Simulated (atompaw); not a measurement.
## What one change does to a pseudopotential (sulfur (S), PAW (atompaw))

```
Element                 : sulfur (S)
Generator               : atompaw 4.2.0.5
Type                    : PAW
Functional              : PBEsol
Relativity              : non-relativistic
Frozen core             : [Ne]
Valence charge          : 6
Reference configuration : 3s2 3p4
Partial waves           : 3s (bound): rc 1.30 bohr; 3s channel at 0.75 Ry: rc 1.55 bohr; 3p (bound): rc 1.55 bohr; 3p channel at 0.05 Ry: rc 1.55 bohr
Local potential         : troulliermartins scheme with l = 2 at 0.5 Ry, radius 1.55 bohr
Core correction         : smooth core density matched at 1.35 bohr
Augmentation charge     : sinc compensation charge, radius 1.30 bohr; PAW radius 1.55 bohr; waves and projectors: custom polynom2 7 10 vanderbiltortho
```

Change: reference 3s2 3p3.

Cutoffs: the cutoffs (Ry, on a coarse ladder) from which the occupation-weighted sum of valence levels, in a spherical-Bessel basis at the reference potential, stays within 10 and 1 mRy of its value at 400 Ry; they do not see the model core or the augmentation charge, which bear on the density cutoff.

**Question.** What does the change do?

**Answer.** The potential gets harder (18 Ry and 25 Ry → 18 Ry and 30 Ry); neither file shows a bound ghost.

| quantity | base | changed |
| --- | --- | --- |
| cutoff, loose | 18 Ry | 18 Ry |
| cutoff, tight | 25 Ry | 30 Ry |
| loose cutoff by channel (10 mRy a level) | s 18 Ry, p 10 Ry | s 18 Ry, p 12 Ry |
| bound ghosts | none | none |
| s: phases at 1.55 bohr within 0.05 rad from the reference energy up to (Ry; the scan ends near 5) | n/a | -1.2 |
| p: phases at 1.55 bohr within 0.05 rad from the reference energy up to (Ry; the scan ends near 5) | to the end of the scan | to the end of the scan |
| lowest overlap eigenvalue by channel | s 0.11, p 0.67 | s 0.12, p 0.64 |

 The cutoffs see the waves, projectors and local potential, not the compensation charge or the core.
